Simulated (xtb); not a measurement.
C2H7OSi (SMILES C[SiH](C)[O]), doublet, geometry from GFN2-xTB. Base run: GFN2-xTB in xtb.

Geometry (Å):
```xyz
11

C     -1.2512    -1.1419    -0.0834
Si    -0.0520     0.4066    -0.2893
C      1.5290    -0.7337    -0.0096
O     -0.2359     1.4634     0.7924
H     -1.0329    -1.9038    -0.8173
H     -1.1665    -1.5324     0.9200
H     -2.2373    -0.7288    -0.2405
H     -0.0620     0.7330    -1.7176
H      1.5081    -1.1397     0.9910
H      2.3617    -0.0536    -0.1185
H      1.5772    -1.5206    -0.7481
```
Charge 0, spin multiplicity 2.
All else is at xtb's defaults.
Base energy -13.61163 Eh.

Each row names what was changed in the base input (with any setting that the change needs).

```json
[
 {"change": "base", "ΔE vs base (kJ/mol)": "0.00", "dipole (D)": "4.70", "G_solv (kcal/mol)": "-", "SCF cycles": "15"},
 {"change": "etemp = 3000", "ΔE vs base (kJ/mol)": "-16.54", "dipole (D)": "4.49", "G_solv (kcal/mol)": "-", "SCF cycles": "14"},
 {"change": "gbsa = chcl3", "ΔE vs base (kJ/mol)": "-21.92", "dipole (D)": "5.28", "G_solv (kcal/mol)": "-6.11", "SCF cycles": "12"},
 {"change": "gbsa = water", "ΔE vs base (kJ/mol)": "-9.90", "dipole (D)": "5.40", "G_solv (kcal/mol)": "-3.65", "SCF cycles": "15"},
 {"change": "acc = 1000", "ΔE vs base (kJ/mol)": "0.08", "dipole (D)": "4.69", "G_solv (kcal/mol)": "-", "SCF cycles": "8"},
 {"change": "etemp = 10000", "ΔE vs base (kJ/mol)": "-138.7", "dipole (D)": "4.10", "G_solv (kcal/mol)": "-", "SCF cycles": "13"},
 {"change": "alpb = acetone", "ΔE vs base (kJ/mol)": "-21.70", "dipole (D)": "5.10", "G_solv (kcal/mol)": "-5.60", "SCF cycles": "15"},
 {"change": "acc = 0.0001", "ΔE vs base (kJ/mol)": "0.00", "dipole (D)": "4.70", "G_solv (kcal/mol)": "-", "SCF cycles": "21"},
 {"change": "acc = 30", "ΔE vs base (kJ/mol)": "0.01", "dipole (D)": "4.70", "G_solv (kcal/mol)": "-", "SCF cycles": "10"}
]
```

ALPB and GBSA are two models with their own fitted parameters for each solvent, which aren't always the measured dielectric constant.
